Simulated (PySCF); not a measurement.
Compound: [Rh(H2O)6]3+ (charge +3 and singlet state).
Geometry (PBE0-D3(BJ)/def2-SVP, Å), atoms numbered from 1 in this order:
```
atom  x, y, z in Å
Rh1   -0.0025    0.0014    0.0027
O2    -0.0874    0.3336    2.0049
H3    -0.0817    1.2348    2.3829
H4     0.1345   -0.3120    2.7030
O5    -0.0342   -0.3443   -1.9990
H6     0.1218   -1.2288   -2.3838
H7    -0.0167    0.3286   -2.7060
O8     2.0353    0.0492    0.0136
H9     2.5715    0.4060    0.7480
H10    2.5788    0.0527   -0.7981
O11   -2.0314   -0.0405   -0.0146
H12   -2.5715   -0.0789    0.7993
H13   -2.5483   -0.3978   -0.7632
O14   -0.1783    2.0167   -0.2064
H15   -1.0440    2.4271   -0.4025
H16    0.5317    2.6201   -0.4992
O17    0.1642   -2.0157    0.2112
H18   -0.5604   -2.6115    0.4839
H19    1.0186   -2.4406    0.4232
```

Level of theory: PySCF, PBE0-D3(BJ)/def2-SVP geometry optimisation, gas phase, def2 core potentials past Kr.

Masses are those of the commonest isotopes; rigid-rotor values at the optimised geometry. 

(1) Give the principal moments of inertia and the rotational constants in GHz.

(2) What kind of rotor is it?

(3) What does the inertial defect say?

(4) Give the other two planar moments, Paa and Pbb, and the rms extents of the mass along the axes.

(5) List the rotational levels J(Ka,Kc) to J = 5 (MHz).

(6) Which types of transition are allowed, and where do some lines up to J = 3 fall?

Answers

(1) Ia = 310.97, Ib = 323.63, Ic = 335.12 u·Å²; 505379 MHz·u·Å²/I gives 1625, 1562 and 1508 MHz, that is A = 1.6252, B = 1.5616, C = 1.5080 GHz.

(2) An asymmetric top. Ray's parameter κ = (2B − A − C)/(A − C) = -0.085; −1 is the prolate and +1 the oblate limit.

(3) Not planar: Δ = Ic − Ia − Ib = -299.47 u·Å². For a rigid frame Δ = −2 Σ m c², so Σ m c² = 149.74 u·Å² lies off the ab plane: 29.30 from hydrogen and 120.43 from heavier atoms. The atom farthest from that plane is 2.27 Å away.

(4) Paa = Σ m a² = (Ib + Ic − Ia)/2 = 173.89 and Pbb = Σ m b² = (Ia + Ic − Ib)/2 = 161.23 u·Å². With the mass M = 210.97 u, the rms extents √(P/M) along a, b and c are 0.91, 0.87, 0.84 Å.

(5) Above 0(0,0):
J = 1: 1(0,1) 3070, 1(1,1) 3133, 1(1,0) 3187
J = 2: 2(0,2) 9187, 2(1,2) 9219, 2(1,1) 9380, 2(2,1) 9570, 2(2,0) 9593
J = 3: 3(0,3) 18323, 3(1,3) 18335, 3(1,2) 18650, 3(2,2) 18779, 3(2,1) 18874, 3(3,1) 19243, 3(3,0) 19250
J = 4: 4(0,4) 30472, 4(1,4) 30475, 4(1,3) 30971, 4(2,3) 31040, 4(2,2) 31263, 4(3,2) 31553, 4(3,1) 31593, 4(4,1) 32160, 4(4,0) 32162
J = 5: 5(0,5) 45633, 5(1,5) 45634, 5(1,4) 46310, 5(2,4) 46339, 5(2,3) 46738, 5(3,3) 46935, 5(3,2) 47061, 5(4,2) 47558, 5(4,1) 47570, 5(5,1) 48326, 5(5,0) 48326
Those of J = 1 are B + C, A + C and A + B.

(6) The dipole components (about the centre of mass, as the species is charged) are |μa| = 0.38 D, |μb| = 0.45 D, |μc| = 0.33 D. Intensities carry the squares of the components, which stand as 0.73 : 1.00 : 0.56 (a : b : c). Some lines, for components of 0.1 D or more:

| type | branch | J(Ka,Kc) | MHz | lower level (cm⁻¹) |
| --- | --- | --- | --- | --- |
| b | Q | 3(3,0) ← 3(2,1) | 376 | 0.630 |
| b | Q | 3(2,2) ← 3(1,3) | 444 | 0.612 |
| b | Q | 3(3,1) ← 3(2,2) | 464 | 0.626 |
| a | R | 2(1,2) ← 1(1,1) | 6086 | 0.105 |
| b | R | 2(1,2) ← 1(0,1) | 6149 | 0.102 |
| a | R | 2(1,1) ← 1(1,0) | 6193 | 0.106 |
| c | R | 2(1,1) ← 1(0,1) | 6310 | 0.102 |
| b | R | 2(2,0) ← 1(1,1) | 6460 | 0.105 |
| a | R | 3(0,3) ← 2(0,2) | 9137 | 0.306 |
| b | R | 3(1,3) ← 2(0,2) | 9149 | 0.306 |
| c | R | 3(3,1) ← 2(2,1) | 9673 | 0.319 |

Stationary, but not proved a minimum. The ion is multiply charged and computed without counter-ions or solvent. Constants of a rigid frame at the computed geometry: no zero-point averaging, no centrifugal distortion.
